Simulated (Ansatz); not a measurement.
Basis sets compared for the cluster Mg₄N₂⁺ (the lowest doublet isomer of a short search). The state is a doublet with charge 1. Geometry PBE-D4/def2-SVP. Ansatz on 4 threads of Arm Neoverse V2 on a shared host; times are rough, and most runs start from earlier orbitals.

```tsv
atom	x (Å)	y (Å)	z (Å)
Mg1	-2.238	-0.103	3.573
Mg2	-1.299	-0.414	0.659
Mg3	2.767	1.087	-0.611
Mg4	-0.936	-0.968	-2.166
N5	0.748	0.303	-0.132
N6	0.957	0.095	-1.324
```

At PBE0-D4/def2-TZVP the charge 1 doublet is spin-contaminated (final ⟨S²⟩ up to 0.85, 0.75 for a pure state). The structure comes from a short search, and lower isomers may exist.

```csv
level,functions,energy (Eh),HOMO (eV),LUMO (eV),wall time
PBE-D4/def2-SVP,100,-908.6202,-7.65,-6.47,2.3 s
PBE0-D4/def2-SVP,100,-908.6727,-8.18,-5.94,5.5 s
```

(1) Estimate the rows for PBE-D4/def2-TZVP (with forces), PBE0-D4/def2-TZVP.

Answers

(1) 
```
                         level  functions  energy (Eh)  HOMO (eV)  LUMO (eV)  wall time
PBE-D4/def2-TZVP (with forces)        190    -909.0266      -7.63      -6.51      4.2 s
             PBE0-D4/def2-TZVP        190    -909.0791      -8.13      -5.89       15 s
```
